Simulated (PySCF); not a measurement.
Estimate the missing entries of this data sheet.

BCl2(SMe), CH3BCl2S.
Cartesian coordinates in Å at the PBE0-D3(BJ)/def2-SVP level; atoms count from 1:
```xyz
8
CH3BCl2S angstrom
B      0.3480    1.1557   -0.9386
Cl     1.9264    0.9819   -0.1905
Cl     0.0965    2.3941   -2.1543
S     -1.0398    0.1187   -0.5221
C     -0.3844   -1.0080    0.7398
H      0.4613   -1.5858    0.3456
H     -1.2025   -1.6900    1.0048
H     -0.0674   -0.4522    1.6316
```

```tsv
property	level	value
point group	PBE0-D3(BJ)/def2-SVP	?
rotational constants A, B, C	PBE0-D3(BJ)/def2-SVP	?
dipole moment	wB97X-D/def2-SVPD	?
HOMO energy	wB97X-D/def2-SVPD	-9.67 eV
LUMO energy	wB97X-D/def2-SVPD	?
lowest singlet excitation	TDDFT wB97X-D/def2-SVPD	5.88 eV (211 nm, f = 0.199)
lowest triplet excitation (Tamm–Dancoff)	TDA wB97X-D/def2-SVPD	?
static isotropic polarisability	wB97X-D/def2-SVPD	74.3 au
electronic spatial extent ⟨r²⟩ about the centre of nuclear charge	wB97X-D/def2-SVPD	923 bohr²
13C chemical shifts (computed TMS as zero) by class	GIAO B3LYP/pcSseg-1	19.4 (C5) ppm
1H chemical shifts (computed TMS as zero) by class	GIAO B3LYP/pcSseg-1	2.19 (H6/H7/H8) ppm
isotropic shieldings of nuclei other than C and H, by class	GIAO B3LYP/pcSseg-1	?
```

The electronic properties come from PySCF, for the isolated species, density fitting. One conformer (not necessarily the lowest) at the PBE0-D3(BJ)/def2-SVP geometry, without solvent or vibrations. NMR classes are plain means over equivalent atoms (diastereotopic ones count apart unless rotation or inversion swaps them), as if these changed places fast; in this geometry the members of some classes differ.

(1) The dipole moment?

(2) Give the lowest triplet excitation (Tamm–Dancoff).

(3) What are the isotropic shieldings of nuclei other than C and H, by class?

(4) What is the LUMO energy?

(5) What is the point group?

(6) The rotational constants A, B, C?

Answers

(1) 2.32 D.

(2) 4.67 eV.

(3) 38 (B1), 435 (S4), 702 (Cl2/Cl3) ppm.

(4) 0.51 eV.

(5) Cs.

(6) 3.032, 1.873, 1.166 GHz.

A dipole of 2.32 D is allowed in Cs, and pure rotational transitions are dipole-allowed. With B = h/(8π²I), that is 505.379 GHz u Å² over I, the principal moments of inertia are 166.7, 269.9 and 433.3 u Å² (most abundant isotopes). The 10 singlets span 5.88 to 8.59 eV, and their oscillator strengths add up to 0.43.
